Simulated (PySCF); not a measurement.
Compound: C₄H₂FS₂ (charge -1).
Atom-mapped SMILES: `[F:1][c:2]1[cH:3][s:4][c:5]([S-:6])[cH:7]1`

NICS is the negative of the GIAO shielding at a point without a nucleus: at the ring centre (0) and 1 Å above and below it (1); zz is the component along the ring normal. Level: GIAO PBE0/pcSseg-1 (PySCF, non-relativistic, gas phase) on the GFN2-xTB geometry, one conformer.

Ring bond lengths (Å), with Mayer bond orders in brackets: C2–C3 1.357 (1.57), C3–S4 1.736 (1.04), S4–C5 1.791 (1.05), C5–C7 1.378 (1.38), C7–C2 1.400 (1.27).

Task: What do the NICS probes read (ppm)?

Result: 
```
          ring                                               type  NICS(0)  NICS(1), two faces  NICS(1)zz, two faces  rms pucker (Å)  centre to ring atoms, mean (Å)
C2–C3–S4–C5–C7  5-membered ring with S; formal bonds all aromatic    -11.7         -7.8 / -7.8         -15.3 / -15.3            0.00                            1.30
```

Task: What do they say, and how far can they be read as aromaticity?

Result: 
- C2–C3–S4–C5–C7: mean NICS(1)zz -15.3 ppm, shielded.

Task: And the bond-length index? HOMA = 1 − mean of α(R − Ropt)² over the ring bonds, with Krygowski's 1993 parameters (CC: Ropt 1.388 Å, α 257.7 Å⁻²; CS: Ropt 1.677 Å, α 94.09 Å⁻²).

Result: 
- C2–C3–S4–C5–C7: HOMA 0.63; the largest term is that of S4–C5, α(R − Ropt)² = 1.22.

Task: What is the mean of the two in-plane components of NICS at the second NICS(1) probe listed for ring C2–C3–S4–C5–C7, 1 Å off the ring?

Result: The isotropic value is a third of the trace: (3 × -7.8 − (-15.3))/2 = -4.0 ppm.

Task: List the ring angles and the Hirshfeld charges of the ring atoms.

Result: 
- C2–C3–S4–C5–C7: C2 116.1° (+0.026 e), C3 109.7° (-0.184 e), S4 92.2° (-0.021 e), C5 108.8° (-0.062 e), C7 113.2° (-0.160 e); sum 540.0° against 540° for a flat convex ring.

Task: How shielded are the nuclei of the rings and their hydrogens (means over atoms taken as equivalent)?

Result: 
| atoms | environment | σ isotropic (ppm) |
| --- | --- | --- |
| C2 | aromatic C–F carbon | 21.6 |
| C3 | aromatic CH next to a ring sulfur | 100.8 |
| S4 | thiophene-type sulfur | 297.6 |
| C5 | substituted aromatic carbon | -2.5 |
| C7 | aromatic CH carbon | 77.3 |
| H on C3 | aromatic hydrogen | 27.26 |
| H on C7 | aromatic hydrogen | 25.86 |

Rough CPU time on one thread of a shared machine: about 30 s. This is the whole shielding run at PBE0/pcSseg-1, SCF included.
